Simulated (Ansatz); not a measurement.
Consider the redistribution: `[OH][SnH]([OH])[OH]` + `B[SiH](N)F` → `[BH2][SnH]([OH])[OH]` + `N[SiH](O)F`.

Program: Ansatz. Geometries: PBE0-D4/def2-TZVP. ΔE: electronic, gas phase. CCSD(T)/CBS is the MP2 limit (def2-TZVPP, def2-QZVPP) plus CCSD(T) − MP2 in def2-TZVPP, frozen cores. This one scheme is used for every species. DFT in def2-TZVPP. Elements past krypton have def2 core potentials. For Sn outer-core shells are correlated without core-valence functions, which leaves a few kJ/mol of doubt a bond. Each species was taken in one conformer, which may not be the lowest.

CCSD(T)/CBS gives -99.5 kJ/mol.

(1) Another level gave -102.2 kJ/mol. Which?
A. HF/def2-TZVPP
B. PBE/def2-TZVPP
C. ωB97X-V/def2-TZVPP
D. ωB97M-V/def2-TZVPP

Largest T1 diagnostic among the species: 0.014.

## Answers

(1) D. ωB97M-V -102.2, ωB97X-V -95.2, PBE -86.7, HF/def2-TZVPP -110.7 kJ/mol.

In def2-TZVPP, CCSD(T) changes the Hartree–Fock value by +8.5 kJ/mol (the triples alone add +2.9 kJ/mol) and MP2 by +4.3 kJ/mol. From PBE to PBE0 (25 % exact exchange), in def2-TZVPP and without D4, ΔE moves by −9.7 kJ/mol.
